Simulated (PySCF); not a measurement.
Compound: F2H3PSi.
Numbering: `[F:1][P:2]([F:3])[SiH3:4]` (hydrogens: H5, H6, H7 on Si4)

A GFN2-xTB structure was refined with PBE0-D3(BJ)/def2-SVP geometry optimisation, gas phase (PySCF). Its GFN2-xTB values:

```
coordinate  GFN2-xTB
     F1–P2   1.633 Å
    P2–Si4   2.259 Å
    Si4–H5   1.457 Å
  F1–P2–F3     93.2°
 F1–P2–Si4     96.1°
 P2–Si4–H5    112.0°
 P2–Si4–H6    106.5°
 H5–Si4–H6    110.4°
 H6–Si4–H7    110.1°
```

How do these coordinates change at the PBE0-D3(BJ)/def2-SVP level?

```tsv
coordinate	PBE0-D3(BJ)/def2-SVP (Å or °)	change
P2–Si4	2.306	+0.047
Si4–H5	1.491	+0.034
F1–P2	1.624	-0.009
F1–P2–F3	98.9	+5.7
P2–Si4–H5	108.8	-3.2
P2–Si4–H6	108.0	+1.5
F1–P2–Si4	95.4	-0.7
H6–Si4–H7	109.9	-0.2
H5–Si4–H6	110.7	+0.3
```

The energy falls by 0.078 eV over 6 energy and gradient evaluations, the largest force component goes from 0.0158 to 3.5e-04 Eh/bohr, and the atoms move by 0.046 Å rms after alignment. The bond that changes most is P2–Si4 (three-coordinate phosphorus to SiH3 silicon), which lengthens by 0.047 Å. Bonds longer at the end by more than 0.005 Å: 4 of 6; shorter: 1. Rotational constants go from 6605, 3255, 2648 to 6328, 3232, 2551 MHz.

The run used 79 basis functions and 40 SCF cycles in all. The run took 11 s wall on one thread of an Arm Neoverse V1, shared host with 32 logical CPUs at a one-minute load of 9.2, and the process peaked at 0.33 GiB of memory.

Whether it is a minimum is left open (no frequencies).
